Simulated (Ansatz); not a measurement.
System: CH3BF (charge 0, doublet). It need not be the lowest isomer of its formula. SMILES: F[B]C
Geometry from a B3LYP-D3(BJ)/def2-TZVP (Ansatz, a first-principles code) optimisation:
```
C
H 1 1.0889
H 1 1.0950 2 109.89
H 1 1.0974 2 107.07 3 116.55
B 1 1.5578 2 113.05 4 117.92
F 5 1.3151 1 123.07 2 154.99
```
Charge 0, spin multiplicity 2.

Give the harmonic wavenumbers at B3LYP-D3(BJ)/def2-TZVP (Ansatz, finite differences of forces, unscaled).

59, 387, 706, 846, 973, 1300, 1351, 1436, 1459, 3003, 3061, 3121 cm⁻¹. Zero-point energy 25.3 kcal/mol.

From these and the geometry, give the ideal-gas thermochemistry at 298.15 K and 1 atm (rigid rotor, harmonic oscillator).

Point group C1, rotational symmetry number 1. Rotational constants 73.49, 8.595, 8.077 GHz. S(trans) 37.33, S(rot) 21.67, S(vib) 6.16, S(elec, spin only) 1.38, S 66.5 cal/(mol K). H(298) - H(0) 3.24 kcal/mol; G - E(el) 8.7 kcal/mol.
